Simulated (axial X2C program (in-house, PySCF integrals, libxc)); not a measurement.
## Correcting the dissociation energy of SbBr for spin–orbit coupling

A spin-free CCSD(T) curve (one-electron X2C) was computed with an axial X2C code built on PySCF integrals, basis Sb dyall-cv3z [11s12p8d4f1g], Br dyall-cv3z [8s9p6d4f1g] (cores contracted in-house), for the state M_S = 1, Λ = 0 (beyond evenly filled blocks: π+α, π-α). It gives D0 = 2.455 eV to Sb + Br, which in a spin-free picture are the weighted means of the ground terms.

Correlated methods: 12 electrons correlated (number of frozen shells: Sb 4 s, 3 p, 2 d; Br 3 s, 2 p, 1 d), 272 virtual spin orbitals or spinors in MP2, 89 natural virtuals in coupled cluster.

Measured levels of the ground terms (NIST Handbook of Basic Atomic Spectroscopic Data), in cm⁻¹: Sb 4S: J = 3/2 at 0; Br 2P: J = 3/2 at 0, J = 1/2 at 3685.2.

The molecular state has Λ = 0, so it has no first-order lowering.

Question: How far does each ground level lie under the (2J+1)-weighted mean of its term?

Answer: Sb: a single level, 0; Br: (4 × 0 + 2 × 3685.2)/6 = 1228 cm⁻¹.

Question: Correct D0.

Answer: D0 = 2.455 + (0 − 1228)/8065.5 = 2.303 eV at CCSD(T) with these spin–orbit terms.

Second-order spin–orbit effects in the molecule, which grow quickly with Z, are left out. The state is one determinant whose occupation by symmetry is held fixed; it was picked as the lowest of a PBE0 search that is not exhaustive. De is counted from the lowest determinant-based energies of the atoms at the same level, without counterpoise correction. CCSD and (T) use frozen natural virtuals with an MP2 correction for the truncation; (T) itself is uncorrected, so its De runs slightly low. PBE0 can misorder states that lie within some tenths of an eV, so this need not be the ground state of the molecule. The nearest other spin-free determinant of the search, M_S = 0, Λ = 2, lies 0.79 eV up at the distance of the search. With the outer-core shells frozen, correlated bond lengths of heavy atoms tend to come out a few hundredths of an ångström too long.
